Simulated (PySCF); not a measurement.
# Dipole moment and polarisability of `CC[CH2][GeH2][NH][SiH3]`

Species: C3H13GeNSi.
Geometry (PBE0-D3(BJ)/def2-SVP, Å), atoms numbered from 1 in this order:
```xyz
19
C3H13GeNSi angstrom
C     -2.5993    1.2049    0.0008
C     -1.5220    0.1676   -0.2783
C     -0.7671   -0.2663    0.9740
Ge     0.7085   -1.4922    0.6094
N      1.8784   -0.6653   -0.5576
Si     2.5616    0.9234   -0.4604
H     -3.3518    0.8205    0.7082
H     -2.1663    2.1161    0.4443
H     -3.1263    1.5002   -0.9197
H     -1.9760   -0.7175   -0.7578
H     -0.8053    0.5670   -1.0162
H     -1.4428   -0.7596    1.6940
H     -0.3517    0.6117    1.4982
H      1.4147   -1.8949    1.9264
H      0.2282   -2.7665   -0.1174
H      2.3058   -1.2936   -1.2312
H      2.9716    1.3706   -1.8281
H      3.7678    1.0420    0.4258
H      1.5289    1.8590    0.0835
```

Level: wB97X-D/def2-SVPD (PySCF), static field, nuclei fixed, core orbitals frozen in the response. The polarisability tensor in these axes (au):

```
x   112.08  -1.61  -2.00
y    -1.61 103.11  -4.61
z    -2.00  -4.61  93.68
```

Task: What are the eigenvalues, a third of the trace, and Δα (Δα² = ½Σ(αi − αj)² over the three pairs)?

Result: Principal values 91.51, 104.92 and 112.44 au; mean 102.96 au = 15.26 Å³ = 16.98 × 10⁻⁴⁰ C²·m²/J; Δα = 18.37 au (18 % of the mean).

Task: What is the dipole moment, and where does it point?

Result: (-0.63, -0.58, -0.14) D, 0.87 D in size, pointing from the negative to the positive side. Measured along this direction, the outermost atoms are H18 at the negative end and H10 at the positive end.

Task: Orientational against electronic polarisability at 400 K (dilute gas, rigid molecules)?

Result: In Gaussian units μ²/3kT = 4.55 Å³ against 15.26 Å³, a ratio of 0.30; the Debye molar polarisation (4π/3)N_A(α + μ²/3kT) is 50.0 cm³/mol, leaving out the vibrational part.

Task: Sum over states: ᾱ = Σ f/ω², ω in Eh. What share falls to these 6 lowest TDDFT singlets (eV, f)? 6.15, 0.0063; 6.97, 0.0243; 7.39, 0.0133; 7.47, 0.0347; 7.75, 0.0239; 7.91, 0.0187.

Result: They add up to 1.65 au, 1.6 % of the 102.96 au; the largest single term is 0.46 au, from the state at 7.47 eV. Terms in order: 0.12, 0.37, 0.18, 0.46, 0.29, 0.22 au. Higher excitations give the rest. The strengths listed sum to 0.121.

Task: Directions of the eigenvectors, and the extent of the frame along each?

Result: Largest value along (0.99, -0.13, -0.07), where the nuclei span 7.03 Å; middle along (0.10, 0.91, -0.39), 4.72 Å; least along (0.12, 0.38, 0.92), 2.91 Å. The response follows the extents in order.

Task: Find the Langevin capture rate constant for H3O+ (19.018 u) meeting this molecule (165.003 u), k = 2.342 × 10⁻⁹ cm³/s × √(α in Å³ / reduced mass in u).

Result: The reduced mass is 17.05 u, so k = 2.22 × 10⁻⁹ cm³/s. The formula leaves out the permanent dipole, which adds to the capture rate.

Task: What depolarisation ratio follows for Rayleigh scattering of linearly polarised light, taking the static tensor?

Result: ρ = 3Δα²/(45ᾱ² + 4Δα²) = 1012.3/(477000 + 1349.8) = 0.00212.

Geometry: PBE0-D3(BJ)/def2-SVP, one conformer, isolated molecule. The calculation is non-relativistic, for germanium too.

These values come from a run that also computed excited states. The run took about 1.7 min of CPU time (one thread, shared machine).

The pairwise dispersion term of wB97X-D wasn't added to the energies; at a given geometry it leaves orbitals and properties as they are.
